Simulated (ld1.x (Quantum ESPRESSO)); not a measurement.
**Before and after: RRKJ potential for N**

```
Element                 : N (Z = 7)
Generator               : ld1.x (Quantum ESPRESSO) 7.5
Type                    : norm-conserving RRKJ (Kleinman–Bylander form)
Functional              : LDA (PZ)
Relativity              : scalar-relativistic
Frozen core             : [He]
Valence charge          : 5
Reference configuration : 2s2 2p3
Partial waves           : 2s (bound): rc 0.95 bohr; 2p (bound): rc 2.20 bohr
Local potential         : the p channel
Core correction         : a·sin(br)/r model core, default radius (core density twice the valence density)
```

Change: wave 2s (bound): rc 0.95 bohr becomes 2s (bound): rc 0.74 bohr.

Cutoffs: the cutoffs (Ry, on a coarse ladder) from which the occupation-weighted sum of valence levels, in a spherical-Bessel basis at the reference potential, stays within 10 and 1 mRy of its value at 400 Ry; they do not see the model core or the augmentation charge, which bear on the density cutoff. Errors are all-electron minus pseudo energies relative to the spin-unpolarised reference configuration.

Task: How do hardness, ghosts and transferability respond?

Result: The potential gets neither clearly harder nor softer (80 Ry and 100 Ry → 60 Ry and 160 Ry); of the 9 tests that both files solve, the error grows in 2 and shrinks in 0 by more than 15 % and 0.3 meV (median size 28.3 → 29.6 meV); neither file shows a bound ghost.

| quantity | base | changed |
| --- | --- | --- |
| cutoff, loose | 80 Ry | 60 Ry |
| cutoff, tight | 100 Ry | 160 Ry |
| loose cutoff by channel (10 mRy a level) | s 70 Ry, p 25 Ry | s 45 Ry, p 25 Ry |
| bound ghosts | none | none |
| error for 2s2 2p2, meV [ΔE 13.73 eV] | +28 | +30 |
| error for 2s2 2p1, meV [ΔE 42.70 eV] | +443 | +452 |
| error for 2s2 2p0, meV [ΔE 89.87 eV] | +2052 | +2088 |
| error for 2s2 2p2.5, meV [ΔE 5.17 eV] | +0.5 | +0.7 |
| error for 2s1 2p3, meV [ΔE 25.18 eV] | -134 | -138 |
| error for 2s1 2p0, meV [ΔE 167.34 eV] | +3426 | +3447 |
| error for 2s1 2p4, meV [ΔE 11.20 eV] | +0.1 | -1.3 |
| error for 2s2 2p3 (spin-polarised), meV [ΔE -2.89 eV] | +9.2 | +13 |
| error for 2s2 2p2 (spin-polarised), meV [ΔE 12.04 eV] | -2.1 | +2.1 |
| s: phases at 2.39 bohr within 0.05 rad from the reference energy up to (Ry; the scan ends near 5) | 0.7 | 0.7 |
| p: phases at 2.39 bohr within 0.05 rad from the reference energy up to (Ry; the scan ends near 5) | 0.8 | 0.8 |
